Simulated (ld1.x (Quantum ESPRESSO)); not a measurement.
**Ranking RRKJ potentials for aluminium**

All share these settings but for the change named:

* Element: aluminium
* Generator: ld1.x (Quantum ESPRESSO) 7.5
* Type: norm-conserving RRKJ (Kleinman–Bylander form)
* Functional: PBE
* Relativity: fully relativistic
* Frozen core: [Ne]
* Valence charge: 3
* Reference configuration: 3s1 3p0 (charge +2)
* Partial waves: 3p (bound, empty): rc 1.85 bohr; 3d channel at 0.4 Ry: rc 2.00 bohr; 3s (bound): rc 2.10 bohr
* Local potential: the s channel
* Core correction: Bessel-smoothed model core inside 1.85 bohr
* rho0: 0.01

Open shells are filled in proportion to 2j + 1 (rel_dist='average').

Cutoff: the first of the cutoffs (Ry, on a coarse ladder) from which the occupation-weighted sum of valence levels, in a spherical-Bessel basis at the reference potential, stays within 10 and 1 mRy of its value at 400 Ry; the density cutoff is not measured.

The base gives 10 Ry.

Of 12 variants that were run, those that failed, showed a ghost or another fault, or gave nearly equal values are left out.

A variant can come out equal or close to the base.

**Question.** Rank these variants from softest to hardest (loose cutoff).
A. local potential all-electron potential smoothed inside 2.00 bohr (lloc = -2)
B. wave 3p (bound): rc 1.85 bohr becomes 3p (bound): rc 1.66 bohr
C. wave 3s (bound): rc 2.10 bohr becomes 3s (bound): rc 2.36 bohr

**Answer.** C (8 Ry), B (10 Ry), A (21 Ry).
